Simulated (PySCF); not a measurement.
**Vibration and rotation of SmSi**

PBE constants of SmSi, nonet, about 5.9 electrons in the 4f shell (Mulliken), real f orbitals that mix terms (PySCF, spin-free X2C with a Gaussian nucleus, basis sets Sm x2c-TZVPall, Si x2c-TZVPall; masses 151.9197 and 27.9769 u):

```
ωe                      : 239.2 cm⁻¹
ωexe                    : 0.869 cm⁻¹
Be                      : 0.088703 cm⁻¹
αe                      : 0.000418 cm⁻¹
D (centrifugal)         : 4.88e-08 cm⁻¹
De to Sm (4f6 6s2) + Si : 2.01 eV
```

(1) Give the vibrational terms G(v) and spacings up to v = 6.

(2) How well does the Morse estimate ωe²/(4ωexe) reproduce De, and what is D0?

Spin–orbit coupling is left out, which matters for elements this heavy, above all for dissociation energies. With d or f electrons several states lie close, and the lowest PBE0 determinant need not be the measured ground state.

Answers

(1) G(v) = ωe(v+½) − ωexe(v+½)².

| v | G(v) (cm⁻¹) | G(v) − G(v−1) | Bv (cm⁻¹) |
| --- | --- | --- | --- |
| 0 | 119.4 |  | 0.08849 |
| 1 | 356.8 | 237.5 | 0.08808 |
| 2 | 592.6 | 235.7 | 0.08766 |
| 3 | 826.6 | 234.0 | 0.08724 |
| 4 | 1058.8 | 232.2 | 0.08682 |
| 5 | 1289.3 | 230.5 | 0.08640 |
| 6 | 1518.1 | 228.8 | 0.08599 |

(2) It gives 2.04 eV, 102 % of the computed De. D0 = De − G(0) = 2.01 − 0.01 = 2.00 eV.
